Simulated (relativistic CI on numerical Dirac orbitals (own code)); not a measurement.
**Zr⁴⁺: 3p photoemission**

Computed with this model: Dirac-Coulomb-Breit CI, KLI orbitals optimised for each configuration, model QED (radiative potential, 1s self-energy scaled to tabulated hydrogen-like ionisation energies), valence Slater integrals scaled by 0.8, multiplet model of photoemission in the sudden approximation; configurations [Ar] 3d10 4s2 4p6 → [Ne] 3s2 3p5 3d10 4s2 4p6; 300 K; Lorentzian 2 eV and Gaussian 0.6 eV FWHM. Energies are those of the free ion, without screening or charge transfer. The energies are binding energies and can lie tens of eV above those of solids. S is read from ⟨S²⟩ = S(S + 1).

Computed curve for free ion, scaled to 100 at the maximum (points under 2 are left out and the grid is thinned):

| Energy (eV) | Intensity |
| --- | --- |
| 381.8 | 2.1 |
| 382.4 | 2.5 |
| 383.2 | 3.2 |
| 383.8 | 3.9 |
| 384.6 | 5.3 |
| 385.2 | 6.9 |
| 385.8 | 9.5 |
| 386.6 | 15.7 |
| 387.2 | 24.9 |
| 388.0 | 52.1 |
| 388.6 | 86.4 |
| 389.4 | 91.4 |
| 390.0 | 57.4 |
| 390.6 | 32.5 |
| 391.4 | 17.0 |
| 392.0 | 11.5 |
| 392.8 | 7.6 |
| 393.4 | 5.9 |
| 394.0 | 4.8 |
| 394.8 | 3.9 |
| 395.4 | 3.5 |
| 396.2 | 3.2 |
| 396.8 | 3.1 |
| 397.4 | 3.2 |
| 398.2 | 3.5 |
| 398.8 | 4.1 |
| 399.6 | 5.4 |
| 400.2 | 7.2 |
| 400.8 | 10.6 |
| 401.6 | 20.5 |
| 402.2 | 35.5 |
| 403.0 | 50.3 |
| 403.6 | 37.2 |
| 404.4 | 17.8 |
| 405.0 | 10.7 |
| 405.6 | 7.0 |
| 406.4 | 4.5 |
| 407.0 | 3.4 |
| 407.8 | 2.5 |
| 408.4 | 2.0 |

The ground state has S = 0.00, and the centroid lies at 393.68 eV.
